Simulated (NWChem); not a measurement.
System: C2H6MgOS; SMILES C[O][Mg][S]C

```xyz
11

Mg     0.2508    -0.3813     0.0001
O     -0.0121    -2.1303     0.0001
C     -0.1875    -3.4910    -0.0001
H      0.2237    -3.9670     0.9130
H     -1.2583    -3.7743    -0.0503
H      0.3097    -3.9778    -0.8633
S      0.6067     1.8939    -0.0001
C     -1.0827     2.6050    -0.0001
H     -1.6467     2.3391    -0.9053
H     -0.9675     3.6976     0.0170
H     -1.6596     2.3129     0.8888
```
Atoms are numbered in this order, from 1.

Computed with NWChem. The geometry was optimised at PBE0/def2-SVP. Level r2SCAN/def2-SVP: energy and gradient on several grids; changes count from the extra-fine grid, which is no exact limit either.

| grid | size of the energy change (μHa) | largest change of a gradient component (μHa/bohr) | time, medium = 1 (rough) |
|---|---|---|---|
| xcoarse | 10000 | 8000 | about 1 |
| coarse | 800 | 300 | about 1 |
| medium | 300 | 70 | about 1 |
| fine | < 10 | 70 | about 1 |
| xfine | < 10 | < 30 | 2 |
